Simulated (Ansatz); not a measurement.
This Ansatz (a first-principles code) input (B3LYP/def2-TZVPPD) gives -365.40628 Eh with 105 basis functions. A basis named .json is the Basis Set Exchange file of that set (core-valence sets with the plain set on hydrogen).

Ansatz 0.2 input:
```yaml
crystal:
  periodic: [false, false, false]
  atoms:
    - {symbol: Si, position_ang: [-0.08497619, -0.52288476, 0.02360404]}
    - {symbol: O, position_ang: [-0.03550231, 1.04350028, -0.04212334]}
    - {symbol: H, position_ang: [1.47368503, -1.02761551, 0.00653007]}
basis:
  gaussian:
    orbitals: def2-TZVPPD.json
hamiltonian:
  xc: {name: B3LYP}
total_charge: -1
magnetization: {spin_polarized: false}
```

Change:
```diff
- orbitals: def2-TZVPPD.json
+ orbitals: aug-cc-pV_T+d_Z.json
```

**Question.** What does the run give now?

**Answer.** -365.40929 Eh (B3LYP/aug-cc-pV(T+d)Z, 124 functions), a change of -3.01 mEh.
